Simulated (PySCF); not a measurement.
AlClH$_{3}$OSi, F$_{2}$HOSi, B$_{2}$H$_{4}$NSi, CH$_{4}$BN$_{2}$ and others (calculated)

Computed with PySCF 2.14.0. Calculation on a computer-drawn molecule: the log of a Hartree-Fock and frozen-core CCSD(T) single point meant for a local Hartree-Fock minimum, with one planted fault or none, to be diagnosed. Offsets are logged minus clean, where the clean run is the same molecule without the fault. The reference is restricted for singlets and unrestricted otherwise, and also for a bond in bohr or an excited solution. Adding or removing an electron swaps singlet and doublet. The excited solution moves the top pair (singlet) or top alpha electron (doublet) to the lowest empty orbital. Highest occupied and lowest empty are orbital energies over both spins, largest force is the largest gradient component, triples share is (T) over the correlation energy, the T1 limit is 0.02 restricted and 0.045 unrestricted, electrons count all cores, a negative frequency is imaginary (commonest isotopes), and the dipole is about the centre of nuclear charge.

Common to all runs: logged SCF converged yes; possible faults no fault, one electron removed, one electron added, multiplicity raised by two, geometry at a saddle point, SCF held on an excited solution, minimal basis STO-3G, one bond length entered in bohr, all coordinates scaled.

(1) AlClH$_{3}$OSi

Logged structure:
```xyz
7
AlClH3OSi
Si    -0.4621     0.4947     0.4466
O      1.1103     0.3432    -0.0022
Al     2.6224    -0.0123    -0.6191
Cl     2.7944    -1.5688    -2.0284
H     -0.9479     1.8556     0.1092
H     -0.5876     0.2671     1.9076
H      3.8939     0.7718    -0.1811
```

| Property | Result |
| --- | --- |
| meant charge | 0 |
| meant multiplicity | 2 |
| meant basis | cc-pV(D+d)Z |
| logged electrons | 56 |
| logged basis functions | 98 |
| logged spin squared | 0 |
| logged highest occupied | -0.039751 eV |
| logged lowest empty | 5.4672 eV |
| logged largest force | 0.084493 hartree/bohr |
| logged T1 diagnostic | 0.015665 |
| logged D1 diagnostic | 0.048458 |
| logged triples share | 0.023235 |
| logged CC converged | yes |
| logged dipole magnitude | 9.8192 debye |
| logged SCF stable within its kind | yes |
| logged energy HF | -1067.07517 hartree |
| logged energy CCSD(T) | -1067.61826 hartree |
| planted fault | one electron added |
| HF energy offset from clean run | 21.98 kcal/mol |
| CCSD(T) energy offset from clean run | 2.018 kcal/mol |

Drawn bonds:
```tsv
atom	other atom	order
1	2	1
2	3	1
3	4	1
1	5	1
1	6	1
3	7	1
```

(2) F$_{2}$HOSi

Logged structure:
```xyz
5
F2HOSi
O     -0.9227    -0.6030     1.2781
Si     0.0038     0.0013    -0.0329
F      0.4102     1.4883     0.6486
F     -1.2729     0.6292    -0.9367
H     -1.5449     0.0354     1.5927
```

| Item | Value |
| --- | --- |
| meant charge | -1 |
| meant multiplicity | 1 |
| meant basis | aug-cc-pV(D+d)Z |
| logged electrons | 42 |
| logged basis functions | 110 |
| logged spin squared | 2.0022 |
| logged highest occupied | 0.97374 eV |
| logged lowest empty | 3.0691 eV |
| logged largest force | 0.071004 hartree/bohr |
| logged dipole magnitude | 12.627 debye |
| logged SCF stable within its kind | yes |
| logged energy HF | -563.36592 hartree |
| planted fault | multiplicity raised by two |
| HF energy offset from clean run | 69.76 kcal/mol |

Drawn bonds:
```tsv
atom	other atom	order
1	2	1
2	3	1
2	4	1
1	5	1
```

Notes: coupled-cluster numbers left out as unreliable; highest electron not bound in this basis.

(3) B$_{2}$H$_{4}$NSi

Logged structure:
```xyz
8
B2H4NSi
N     -1.5193     0.4216     3.8937
B     -2.2576    -0.3096     3.0756
B     -3.1317    -1.3871     1.9054
Si    -1.9352    -2.8220     0.7533
H     -0.9887     1.0514     4.5805
H     -4.4036    -1.3819     1.6914
H     -1.6267    -4.2894     1.2782
H     -1.2945    -2.4616    -0.6550
```

| Quantity | Value |
| --- | --- |
| meant charge | 1 |
| meant multiplicity | 1 |
| meant basis | cc-pV(D+d)Z |
| logged electrons | 34 |
| logged basis functions | 85 |
| logged spin squared | 0 |
| logged highest occupied | -14.735 eV |
| logged lowest empty | -5.9218 eV |
| logged largest force | 0.063706 hartree/bohr |
| logged T1 diagnostic | 0.025492 |
| logged D1 diagnostic | 0.081653 |
| logged triples share | 0.041175 |
| logged CC converged | yes |
| logged dipole magnitude | 6.0188 debye |
| logged SCF stable within its kind | yes |
| logged energy HF | -394.72253 hartree |
| logged energy CCSD(T) | -395.19306 hartree |
| planted fault | all coordinates scaled, by +8.3 % |
| HF energy offset from clean run | 29.71 kcal/mol |
| CCSD(T) energy offset from clean run | 18.55 kcal/mol |

Drawn bonds:
```tsv
atom	other atom	order
1	2	2
2	3	1
3	4	1
1	5	1
3	6	1
4	7	1
4	8	1
```

Notes: T1 above single-reference limit.

(4) CH$_{4}$BN$_{2}$

Logged structure:
```xyz
8
CH4BN2
C      1.2347    -0.9082    -0.9095
N      0.2503    -1.0104     0.0821
B     -1.1096    -1.2443    -0.1520
N     -2.3149    -1.4128    -0.3505
H      2.1883    -0.4979    -0.6067
H      0.5814    -0.5831    -2.8176
H      0.5805    -1.0623     1.0232
H     -3.2522    -1.6587    -0.5155
```

| Item | Value |
| --- | --- |
| meant charge | 0 |
| meant multiplicity | 2 |
| meant basis | cc-pVDZ |
| logged electrons | 29 |
| logged basis functions | 76 |
| logged spin squared | 1.1792 |
| logged highest occupied | -9.0455 eV |
| logged lowest empty | 3.1449 eV |
| logged largest force | 0.042757 hartree/bohr |
| logged T1 diagnostic | 0.04772 |
| logged D1 diagnostic | 0.22444 |
| logged triples share | 0.038307 |
| logged CC converged | yes |
| logged dipole magnitude | 2.8029 debye |
| logged SCF stable within its kind | yes |
| logged energy HF | -173.64602 hartree |
| logged energy CCSD(T) | -174.21891 hartree |
| planted fault | one bond length entered in bohr, row 5 of the drawn bonds |
| HF energy offset from clean run | 82.79 kcal/mol |
| CCSD(T) energy offset from clean run | 82.94 kcal/mol |

Drawn bonds:
```tsv
atom	other atom	order
1	2	1
2	3	1
3	4	2
1	5	1
1	6	1
2	7	1
4	8	1
```

Notes: T1 above single-reference limit.

(5) BH$_{7}$Si$_{2}$

Logged structure:
```xyz
10
BH7Si2
B      0.4174    -1.7911     0.8118
Si     0.6096    -0.5099    -0.7571
Si     2.4843     0.8991    -0.3707
H      0.9775    -2.8521     0.8202
H     -0.2174    -1.4880     1.7838
H      0.8335    -1.2259    -2.0402
H     -0.5874     0.3569    -0.9166
H      2.3084     1.6612     0.8901
H      2.6426     1.8603    -1.4885
H      3.7240     0.0917    -0.2590
```

| Property | Result |
| --- | --- |
| meant charge | 0 |
| meant multiplicity | 1 |
| meant basis | cc-pV(D+d)Z |
| logged electrons | 39 |
| logged basis functions | 95 |
| logged spin squared | 0.7966 |
| logged highest occupied | -16.839 eV |
| logged lowest empty | -8.2017 eV |
| logged largest force | 0.063996 hartree/bohr |
| logged T1 diagnostic | 0.021984 |
| logged D1 diagnostic | 0.089817 |
| logged triples share | 0.02552 |
| logged CC converged | yes |
| logged dipole magnitude | 0.76431 debye |
| logged SCF stable within its kind | yes |
| logged energy HF | -606.24757 hartree |
| logged energy CCSD(T) | -606.58925 hartree |
| planted fault | one electron removed |
| HF energy offset from clean run | 215 kcal/mol |
| CCSD(T) energy offset from clean run | 229.4 kcal/mol |

Drawn bonds:
```tsv
atom	other atom	order
1	2	1
2	3	1
1	4	1
1	5	1
2	6	1
2	7	1
3	8	1
3	9	1
3	10	1
```

(6) B$_{4}$H$_{6}$

Logged structure:
```xyz
10
B4H6
B     -2.5611     2.2380     1.0106
B     -1.2415     1.3616     1.5622
B      0.1844     1.9638     2.2040
B      1.5866     2.3635     1.3745
H     -2.6515     2.5722    -0.1424
H     -3.4654     2.5482     1.7411
H     -1.3284     0.1555     1.5030
H      0.2030     2.1147     3.4051
H      1.7706     3.4784     0.9593
H      2.4588     1.5580     1.1798
```

| Property | Result |
| --- | --- |
| meant charge | 0 |
| meant multiplicity | 1 |
| meant basis | cc-pVDZ |
| logged electrons | 26 |
| logged basis functions | 86 |
| logged spin squared | 0 |
| logged highest occupied | -5.2916 eV |
| logged lowest empty | -3.753 eV |
| logged largest force | 0.079708 hartree/bohr |
| logged CC converged | no |
| logged dipole magnitude | 0.23415 debye |
| logged SCF stable within its kind | no |
| logged energy HF | -101.69693 hartree |
| planted fault | SCF held on an excited solution |
| HF energy offset from clean run | 275 kcal/mol |

Drawn bonds:
```tsv
atom	other atom	order
1	2	1
2	3	1
3	4	1
1	5	1
1	6	1
2	7	1
3	8	1
4	9	1
4	10	1
```

Notes: CCSD not converged.

(7) BH$_{4}$O$_{2}$Si

Logged structure:
```xyz
8
BH4O2Si
O      0.8370    -1.2611     1.9799
B      0.8126    -1.0805     0.6750
Si     2.7126    -0.6203    -0.0284
O      3.0594    -0.3385    -1.5425
H      0.0157    -1.4780     2.4105
H     -0.1185    -1.1526    -0.0609
H      3.9169    -0.5093     0.7911
H      2.4946    -0.3364    -2.3077
```

| Property | Result |
| --- | --- |
| meant charge | 1 |
| meant multiplicity | 1 |
| meant basis | cc-pV(D+d)Z |
| logged electrons | 38 |
| logged basis functions | 85 |
| logged spin squared | 0 |
| logged highest occupied | -17.074 eV |
| logged lowest empty | -5.0816 eV |
| logged largest force | 2.266e-05 hartree/bohr |
| logged lowest frequency | 45.189 cm⁻¹ |
| logged T1 diagnostic | 0.018601 |
| logged D1 diagnostic | 0.065319 |
| logged triples share | 0.025033 |
| logged CC converged | yes |
| logged dipole magnitude | 1.7166 debye |
| logged SCF stable within its kind | yes |
| logged energy HF | -465.49352 hartree |
| logged energy CCSD(T) | -466.07216 hartree |
| planted fault | no fault |
| HF energy offset from clean run | 0 kcal/mol |
| CCSD(T) energy offset from clean run | 0 kcal/mol |

Drawn bonds:
```tsv
atom	other atom	order
1	2	1
2	3	1
3	4	1
1	5	1
2	6	1
3	7	1
4	8	1
```

(8) C$_{2}$H$_{6}$AlB

Logged structure:
```xyz
10
C2H6AlB
B     -0.2036    -0.9518    -0.0442
C      0.9252     0.0194     0.4576
C      0.4980     1.2162     1.3352
Al    -0.3923     0.8588     3.1090
H     -1.2781    -1.0066     0.5034
H     -0.0017    -1.7084    -0.9567
H      1.5876    -0.6623     1.0258
H      1.5507     0.3311    -0.3879
H      1.3733     1.8499     1.5589
H     -0.1742     1.8722     0.7570
```

| Item | Value |
| --- | --- |
| meant charge | 0 |
| meant multiplicity | 1 |
| meant basis | cc-pV(D+d)Z |
| logged electrons | 36 |
| logged basis functions | 95 |
| logged spin squared | 0 |
| logged highest occupied | -7.4492 eV |
| logged lowest empty | 1.2078 eV |
| logged largest force | 3.253e-05 hartree/bohr |
| logged lowest frequency | 96.888 cm⁻¹ |
| logged T1 diagnostic | 0.010718 |
| logged D1 diagnostic | 0.02895 |
| logged triples share | 0.028678 |
| logged CC converged | yes |
| logged dipole magnitude | 1.1361 debye |
| logged SCF stable within its kind | yes |
| logged energy HF | -345.78192 hartree |
| logged energy CCSD(T) | -346.27031 hartree |
| planted fault | no fault |
| HF energy offset from clean run | 0 kcal/mol |
| CCSD(T) energy offset from clean run | 0 kcal/mol |

Drawn bonds:
```tsv
atom	other atom	order
1	2	1
2	3	1
3	4	1
1	5	1
1	6	1
2	7	1
2	8	1
3	9	1
3	10	1
```

(9) CH$_{6}$BNSi

Logged structure:
```xyz
10
CH6BNSi
B     -0.0487    -0.7989    -1.3953
N      0.4293    -2.0329    -1.3953
Si    -0.2015    -3.5045    -1.7309
C     -1.8805    -3.1141    -2.1579
H      0.6269     0.0520    -1.1144
H     -1.1132    -0.6003    -1.6712
H      1.3329    -2.0871    -1.1485
H     -2.3829    -3.9709    -2.3903
H     -1.9310    -2.4871    -2.9635
H     -2.3710    -2.6567    -1.3865
```

| Property | Result |
| --- | --- |
| meant charge | 0 |
| meant multiplicity | 1 |
| meant basis | cc-pV(D+d)Z |
| logged electrons | 38 |
| logged basis functions | 95 |
| logged spin squared | 0 |
| logged highest occupied | -8.2603 eV |
| logged lowest empty | 1.6665 eV |
| logged largest force | 0.080589 hartree/bohr |
| logged T1 diagnostic | 0.011653 |
| logged D1 diagnostic | 0.034083 |
| logged triples share | 0.027182 |
| logged CC converged | yes |
| logged dipole magnitude | 0.76308 debye |
| logged SCF stable within its kind | yes |
| logged energy HF | -409.4068 hartree |
| logged energy CCSD(T) | -409.9461 hartree |
| planted fault | all coordinates scaled, by -6.7 % |
| HF energy offset from clean run | 29.79 kcal/mol |
| CCSD(T) energy offset from clean run | 37.26 kcal/mol |

Drawn bonds:
```tsv
atom	other atom	order
1	2	1
2	3	1
3	4	1
1	5	1
1	6	1
2	7	1
4	8	1
4	9	1
4	10	1
```

(10) B$_{2}$H$_{3}$NO

Logged structure:
```xyz
7
B2H3NO
B     -1.8618    -0.3723     0.0009
N     -0.9017    -1.0649     0.3629
B      0.1696    -1.8750     0.8192
O      1.3177    -1.9273     0.1028
H     -2.7702     0.2834    -0.3420
H      0.0604    -2.5117     1.8354
H      1.9670    -2.4929     0.4897
```

| Item | Value |
| --- | --- |
| meant charge | 0 |
| meant multiplicity | 1 |
| meant basis | cc-pVDZ |
| logged electrons | 28 |
| logged basis functions | 71 |
| logged spin squared | 0 |
| logged highest occupied | -11.173 eV |
| logged lowest empty | 3.242 eV |
| logged largest force | 3.131e-05 hartree/bohr |
| logged lowest frequency | 169.16 cm⁻¹ |
| logged T1 diagnostic | 0.016963 |
| logged D1 diagnostic | 0.048386 |
| logged triples share | 0.030808 |
| logged CC converged | yes |
| logged dipole magnitude | 0.64496 debye |
| logged SCF stable within its kind | yes |
| logged energy HF | -180.53647 hartree |
| logged energy CCSD(T) | -181.0831 hartree |
| planted fault | ? |

Drawn bonds:
```tsv
atom	other atom	order
1	2	2
2	3	1
3	4	1
1	5	1
3	6	1
4	7	1
```

To be estimated
1. Which fault was planted in the run of B$_{2}$H$_{3}$NO (entry 10)?

Calculated values
1. no fault

Further results for B$_{2}$H$_{3}$NO (entry 10):

| Item | Value |
| --- | --- |
| HF energy offset from clean run | 0 kcal/mol |
| CCSD(T) energy offset from clean run | 0 kcal/mol |
